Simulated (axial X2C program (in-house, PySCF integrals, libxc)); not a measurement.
# ScAs: from the spin-free to the two-component result

Computed with an in-house all-electron X2C program for linear molecules (integrals from PySCF). Spin-free means the one-electron spin-free X2C Hamiltonian; two-component (2c) means X2C with spin–orbit coupling and atomic mean-field two-electron Coulomb and Gaunt terms, so the difference of the two also holds small scalar two-electron terms. Basis: As dyall-cv3z [9s9p6d4f1g], Sc dyall-cv3z [10s11p7d5f2g] (cores contracted in-house); Gaussian nuclei, density fitting, unrestricted open shells. Masses: As 74.922 u, Sc 44.956 u.

Spin-free state: M_S = 0, Λ = 0 (closed shell); fragments As + Sc.

| level | Re (Å) | ωe (cm⁻¹) | De (eV) | μ (D) |
| --- | --- | --- | --- | --- |
| PBE | 2.284 | 398.5 | 3.256 | 6.18 |

Dipoles are positive if Sc is the positive end.

Two-component determinant lowest at the distance of the search:

Ω = 0 (closed shell); fragments As + Sc.

```
level  Re (Å)  ωe (cm⁻¹)  De (eV)  μ (D)
  PBE   2.285      397.6    3.250   6.16
```

Q: From the two tables, how do the constants change at the PBE level (2c against spin-free)?

A: At the PBE level Re rises by 0.001 Å and ωe falls by 0.9 cm⁻¹; De is not compared, since the atomic limits differ or miss part of their spin–orbit lowering.

One determinant describes the state; a PBE0 search over occupations chose it and may have missed a lower one. Closed shells are restricted here (equal orbitals for both partners); the stretched side of such a curve lies too high. De is counted from the lowest determinant-based energies of the atoms at the same level, without counterpoise correction. The 2c atoms are single determinants rather than J levels; their spin–orbit lowering is only partly caught, and De is too large by that part. This holds for PBE. Other states lie close and PBE0, whose exact exchange favours high spin, may order them wrongly; the determinant shown need not be the ground state. The nearest other spin-free determinant of the search, M_S = 1, Λ = 1, lies 0.43 eV up at the distance of the search. The functionals have no current-density term, which raises determinants with orbital currents, atoms included.
